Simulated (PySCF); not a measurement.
Gas-phase reaction: 2 Cl + 4 SnF₃ = SnCl₂ + 3 SnF₄

Method: PySCF energies plus ideal-gas RRHO corrections (1 bar). † marks an energy on the PBE0/def2-TZVP geometry and frequencies; other levels use their own. MP2 and CCSD(T) freeze the core. Open shells (unrestricted): Cl (multiplicity 2, electronic degeneracy 6), SnF₃ (multiplicity 2); the rest are closed-shell singlets. Spin-orbit splitting is ignored; it lowers the true energy and changes the entropy of Cl. Sn: scalar-relativistic def2 core potential, no spin-orbit coupling. SnF₃: computed as isolated molecules; such fragments, hydroxides, amides, oligomers or adducts are transient or little studied in the gas. MP2 isn't extrapolated to the basis-set limit; its ΔH°(298 K) is -839.5 kJ in def2-SVP and -913.0 kJ in def2-TZVPP. CCSD(T) isn't extrapolated to the basis-set limit; its ΔH°(298 K) is -816.6 kJ in def2-SVP and -867.3 kJ in def2-TZVPP. The harmonic model lacks anharmonicity and excited electronic states, which grow with temperature; levels with a mode under 35 cm⁻¹ are left out. Soft modes under 120 cm⁻¹ make the harmonic entropy rough for SnCl₂.

```json
[
 {"level": "CCSD(T)/def2-SVP†", "ΔE electronic, kJ": "-824", "ΔH°(298 K), kJ": "-817", "ΔS°(298 K), J/K": "-321", "ΔG°(1200 K), kJ": "-433"},
 {"level": "CCSD(T)/def2-TZVPP†", "ΔE electronic, kJ": "-875", "ΔH°(298 K), kJ": "-867", "ΔS°(298 K), J/K": "-321", "ΔG°(1200 K), kJ": "-484"},
 {"level": "HF/def2-TZVP†", "ΔE electronic, kJ": "-642", "ΔH°(298 K), kJ": "-635", "ΔS°(298 K), J/K": "-321", "ΔG°(1200 K), kJ": "-251"},
 {"level": "MP2/def2-SVP†", "ΔE electronic, kJ": "-847", "ΔH°(298 K), kJ": "-840", "ΔS°(298 K), J/K": "-321", "ΔG°(1200 K), kJ": "-456"},
 {"level": "MP2/def2-TZVPP†", "ΔE electronic, kJ": "-921", "ΔH°(298 K), kJ": "-913", "ΔS°(298 K), J/K": "-321", "ΔG°(1200 K), kJ": "-529"},
 {"level": "PBE/def2-SVP", "ΔE electronic, kJ": "-797", "ΔH°(298 K), kJ": "-789", "ΔS°(298 K), J/K": "-321", "ΔG°(1200 K), kJ": "-406"},
 {"level": "PBE0/def2-QZVP†", "ΔE electronic, kJ": "-834", "ΔH°(298 K), kJ": "-827", "ΔS°(298 K), J/K": "-321", "ΔG°(1200 K), kJ": "-443"},
 {"level": "LDA/def2-TZVP†", "ΔE electronic, kJ": "-926", "ΔH°(298 K), kJ": "-918", "ΔS°(298 K), J/K": "-321", "ΔG°(1200 K), kJ": "-534"},
 {"level": "ωB97M-V/def2-TZVP†", "ΔE electronic, kJ": "-861", "ΔH°(298 K), kJ": "-853", "ΔS°(298 K), J/K": "-321", "ΔG°(1200 K), kJ": "-470"}
]
```
ΔH° is lowest at LDA/def2-TZVP† and highest at HF/def2-TZVP†. No reference value is set beside these.
